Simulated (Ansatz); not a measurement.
```yaml
crystal:
  periodic: [false, false, false]
  atoms:
    - {symbol: C, position_ang: [-1.256788, 0.507013, -0.785520]}
    - {symbol: O, position_ang: [-0.000523, 0.982103, -0.339984]}
    - {symbol: Si, position_ang: [0.909830, 0.245969, 0.786459]}
    - {symbol: C, position_ang: [1.302382, -1.482235, 0.223400]}
    - {symbol: N, position_ang: [1.515231, -2.554880, -0.138908]}
    - {symbol: H, position_ang: [-1.966509, 0.423165, 0.044081]}
    - {symbol: H, position_ang: [-1.646583, 1.222104, -1.509853]}
    - {symbol: H, position_ang: [-1.158027, -0.469305, -1.269655]}
    - {symbol: H, position_ang: [2.175901, 0.989479, 0.910726]}
    - {symbol: H, position_ang: [0.208384, 0.085389, 2.082155]}
basis:
  gaussian: {orbitals: STO-3G}
hamiltonian: {xc: {name: PBE1PBE}}
```

```sh
$ ansatz run in.yaml --threads 4 --pin off --events-out ev --progress --plain --max-ram 10444MiB
```

It prints (some lines left out):

```
Error: YAML parse error: error: line 16 column 19: hamiltonian.xc: no functional is named "PBE1PBE"; the names, which are not case-sensitive, are SVWN5, SPW92, PBE, PBE0, PBEsol, revPBE, revPBE0, RPBE, rPW86-PBE, HSE06, wPBEh, LC-wPBE, HISS, HF, BLYP, B3LYP, B3LYP5, BHLYP, CAM-B3LYP, r2SCAN, r2SCANh, r2SCAN0, r2SCAN50, m-r2SCAN, B97, wB97, wB97X, wB97X-V, B97M-V, wB97M-V, B2PLYP, B2GP-PLYP, PBE0-DH, PBE-QIDH
14 | basis:
15 |   gaussian: {orbitals: STO-3G}
16 | hamiltonian: {xc: {name: PBE1PBE}}
```

(1) What is wrong with this run?

## Answers

(1) The method's name isn't one that the program takes here. The program refused the input.

HSE06 is defined as in plane-wave codes.
